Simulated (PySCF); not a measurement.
Geometry:
| atom | x (Å) | y (Å) | z (Å) |
| --- | --- | --- | --- |
| Si1 | 3.440 | 0.775 | 0.368 |
| C2 | 1.837 | -0.085 | -0.131 |
| C3 | 1.863 | -1.255 | -0.886 |
| C4 | 0.739 | -1.942 | -1.286 |
| P5 | -0.898 | -1.499 | -0.942 |
| C6 | -0.635 | -0.042 | -0.003 |
| C7 | -1.823 | 0.673 | 0.512 |
| C8 | -3.042 | -0.104 | 0.936 |
| C9 | -3.087 | 0.717 | -0.307 |
| C10 | 0.622 | 0.463 | 0.275 |
| H11 | 3.652 | 0.607 | 1.809 |
| H12 | 3.330 | 2.203 | 0.057 |
| H13 | 4.552 | 0.183 | -0.377 |
| H14 | 2.829 | -1.649 | -1.178 |
| H15 | 0.865 | -2.844 | -1.874 |
| H16 | -1.587 | 1.561 | 1.088 |
| H17 | -3.000 | -1.179 | 0.832 |
| H18 | -3.587 | 0.235 | 1.804 |
| H19 | -3.665 | 1.628 | -0.308 |
| H20 | -3.075 | 0.200 | -1.257 |
| H21 | 0.664 | 1.373 | 0.866 |

No solvent, averaged over atoms made equivalent by symmetry, fast rotation or ring inversion, one conformer, relativity neglected. σ from GIAO-PBE0/pcSseg-1; GFN2-xTB structure; PySCF 2.14.0 with density-fitted response routines.

References, each an isolated molecule treated in the same way: $^{13}$C, $^{1}$H, $^{29}$Si vs TMS; H3PO4 for $^{31}$P.

```json
{"atoms": "H16", "nucleus": "$^{1}$H", "count": "1", "δ (ppm)": "1.97"}
{"atoms": "P5", "nucleus": "$^{31}$P", "count": "1", "δ (ppm)": "?"}
{"atoms": "H15", "nucleus": "$^{1}$H", "count": "1", "δ (ppm)": "9.13"}
{"atoms": "C10", "nucleus": "$^{13}$C", "count": "1", "δ (ppm)": "143.2"}
{"atoms": "Si1", "nucleus": "$^{29}$Si", "count": "1", "δ (ppm)": "?"}
{"atoms": "C4", "nucleus": "$^{13}$C", "count": "1", "δ (ppm)": "?"}
{"atoms": "C8/C9", "nucleus": "$^{13}$C", "count": "2", "δ (ppm)": "23.4"}
{"atoms": "H17/H20", "nucleus": "$^{1}$H", "count": "2", "δ (ppm)": "1.02"}
{"atoms": "H21", "nucleus": "$^{1}$H", "count": "1", "δ (ppm)": "8.16"}
{"atoms": "C6", "nucleus": "$^{13}$C", "count": "1", "δ (ppm)": "190.0"}
{"atoms": "C3", "nucleus": "$^{13}$C", "count": "1", "δ (ppm)": "?"}
{"atoms": "H11/H12/H13", "nucleus": "$^{1}$H", "count": "3", "δ (ppm)": "?"}
{"atoms": "H18/H19", "nucleus": "$^{1}$H", "count": "2", "δ (ppm)": "1.46"}
{"atoms": "C2", "nucleus": "$^{13}$C", "count": "1", "δ (ppm)": "136.0"}
{"atoms": "H14", "nucleus": "$^{1}$H", "count": "1", "δ (ppm)": "8.11"}
{"atoms": "C7", "nucleus": "$^{13}$C", "count": "1", "δ (ppm)": "25.7"}
```

Complete the table.

Answers


- C4: 164.2 ppm, aromatic CH
- C3: 141.9 ppm, aromatic CH
- H11/H12/H13: 4.62 ppm, hydrogen on a silicon bonded to C
- Si1: -65.5 ppm, silicon bonded to C, 3 H
- P5: 215.8 ppm, phosphorus bonded to 2 C, in a 6-membered ring

Shifts are as computed. Against solution values, carbons near 30 ppm lie about +3 ppm off and those near 130 ppm about +5 ppm. Of 1211 compounds with measured shifts, 218 miss one by over three times the rms of a fit or turn the order of signals round; such compounds aren't used in these exercises. Experimental scales use liquid or dissolved standards, which lie at an offset from isolated H3PO4.
